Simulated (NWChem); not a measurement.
# Cd

Program: NWChem. def2 effective core potentials on Cd; no spin-orbit coupling. Total energies compare along this basis series because the functional is fixed.

```tsv
level	basis functions	energy (Ha)	highest occupied level (eV)	orbital gap (eV)
PBE/def2-SVP	31	-167.7465	-5.65	4.62
PBE/def2-SVPD	34	-167.7465	-5.66	4.62
PBE/def2-TZVP	40	-167.7889	-5.69	4.65
PBE/def2-TZVPD	40	-167.7889	-5.69	4.65
PBE/def2-TZVPP	56	-167.7889	-5.69	4.65
PBE/def2-QZVP	72	-167.7909	-5.71	4.57
```
